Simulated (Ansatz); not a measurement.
System: GeBr2, charge 0, multiplicity 1. SMILES: [Br][Ge][Br]
Coordinates optimised at B3LYP-D3(BJ)/def2-TZVP (Ansatz, an electronic-structure program):
```
Ge
Br 1 2.3672
Br 1 2.3672 2 101.50
```
Charge 0, spin multiplicity 1.

Wanted: size of the dipole moment, in D. Conventions: LANL2DZ with its own core potentials from Na on; six Cartesian d functions in 6-31G* and its kin unless marked 5d; non-relativistic; dispersion terms only where a functional's name holds one; no spin-orbit coupling. First-principles rows: single points at B3LYP-D3(BJ) geometries (Ansatz).

```json
[
 {"level": "B3LYP/STO-3G", "program": "Ansatz", "size of the dipole moment (D)": "1.34"},
 {"level": "B3LYP/3-21G", "program": "Ansatz", "size of the dipole moment (D)": "2.05"},
 {"level": "B3LYP/LANL2DZ", "program": "Ansatz", "size of the dipole moment (D)": "2.49"},
 {"level": "B3LYP/6-31G", "program": "Ansatz", "size of the dipole moment (D)": "2.55"},
 {"level": "B3LYP/6-31G*", "program": "Ansatz", "size of the dipole moment (D)": "2.06"},
 {"level": "B3LYP/def2-SVP", "program": "Ansatz", "size of the dipole moment (D)": "1.87"}
]
```

No value to compare with is used here. The 6 habitual levels span 1.34 (B3LYP/STO-3G) to 2.55 D (B3LYP/6-31G).

The sets are all those run for this method; runs whose electronic state is in doubt are left out.
